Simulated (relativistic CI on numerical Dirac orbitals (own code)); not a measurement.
**Cu2+ in a cubic cluster: 3s photoemission with charge transfer**

Computed with a charge-transfer multiplet model of a cubic metal-ligand cluster with up to one ligand hole, Slater and spin-orbit integrals from Dirac-Coulomb-Breit ions, Slater integrals scaled by 0.8. The ground state mixes d9 with configurations of k ligand holes L, whose averages lie at kΔ + k(k − 1)U_dd/2; a core hole lowers each added d electron by U_cd. 300 K, Lorentzian 1.4 eV and Gaussian 0.8 eV FWHM.

Atomic integrals in eV (Slater integrals scaled, ζ unscaled), ground: F2dd 11.066, F4dd 6.905, zeta_d 0.099; with the core hole: F2dd 11.066, F4dd 6.905, zeta_d 0.112, G2cd 11.226.

Cluster parameters (eV): Δ = 4.7, U_dd = 6.5, U_cd = 8.1, 10Dq = 0.65, 10Dq(ligand) = 0.2, final-state hopping factor = 0.9.

Weights, n_d and S are thermal averages at 300 K. Binding energies count from the first peak over 30 % of the highest in each spectrum, which can be another peak from case to case. The parameters are a model scan and need not match a compound or its usual spin state. Peaks in eV (height, largest 100): 0.0 (100), 6.8 (23), 10.2 (17).

(1) Which parameters give this spectrum?
A. V(eg) = 1.85 eV, V(t2g) = -0.89 eV
B. V(eg) = 3.65 eV, V(t2g) = -1.75 eV
C. V(eg) = 3.35 eV, V(t2g) = -1.61 eV
D. V(eg) = 2.15 eV, V(t2g) = -1.03 eV
E. V(eg) = 2.75 eV, V(t2g) = -1.32 eV

## Answers

(1) B. V(eg) = 3.65 eV, V(t2g) = -1.75 eV; the ground state then has 9.22 d electrons and S = 0.50. The choice follows from running the model for each set and comparing peak positions and heights. Without intra-shell correlation the exchange splitting of the 3s hole comes out too large.
